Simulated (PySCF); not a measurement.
Two-component Hartree-Fock for Rb(16+) (rubidium, charge +16)

Start: [Ar] 3d3; 3d3/2 filled at m_j = -1/2, +1/2, +3/2. Calculated with PySCF 2.14 in an even-tempered Gaussian basis (17 s from 1.5 bohr⁻², ratio 2.8; 12 p from 1.9 bohr⁻², ratio 2.8; 8 d from 1.9 bohr⁻², ratio 2.8; 4 f from 6.7 bohr⁻², ratio 3): generalised Hartree-Fock with the X2C-1e Hamiltonian and a Gaussian nucleus; one run each with spin-orbit coupling (SO) switched off, then screened by Boettger's factors.

```csv
spinor shell,electrons,"ε, spin-free (eV)","ε, screened SO (eV)",weight of nominal j (screened SO),"rms radius, screened SO (bohr)"
1s1/2,2,-15826.0,-15825.3,1.000,0.0464
2s1/2,2,-2643.9,-2643.5,1.000,0.191
2p1/2,2,-2400.1,-2444.4,0.993,0.168
2p3/2,4,-2400.1,-2378.7,0.997,0.171
3s1/2,2,-797.76,-797.66,1.000,0.503
3p1/2,2,-713.13,-729.18,0.792,0.497
3p3/2,4,-713.13,-705.22,0.896,0.505
3d3/2,3,-604.78,-605.14,0.707,0.466
```

```tsv
quantity	spin-free	screened SO
E (hartree)	-2850.59833	-2850.86832
M_J	3/2	3/2
⟨J²⟩	6.752	5.976
⟨L²⟩	12.001	11.813
⟨S²⟩	3.750	3.650
```

The determinant has a definite M_J but mixes levels of different J.

Each row is a mean over spinors that exchange with the open shell spreads, by up to 13.369 eV (3s1/2).

Rows whose weight is well below 1 are mixtures of j = l ± 1/2: exchange outweighs spin-orbit coupling there, and the label is only the starting occupation.

Breit and QED terms are absent; they matter most for the inner s and p1/2 levels.

Densities and radii are taken from the X2C orbitals without a picture-change correction, which distorts them close to the nucleus.

Without spin-orbit coupling the j labels of p, d and f shells carry no meaning; the spin-free column gives the mean over the occupied spinors of each nl shell, and its ⟨J²⟩ belongs to a mixture of degenerate components.
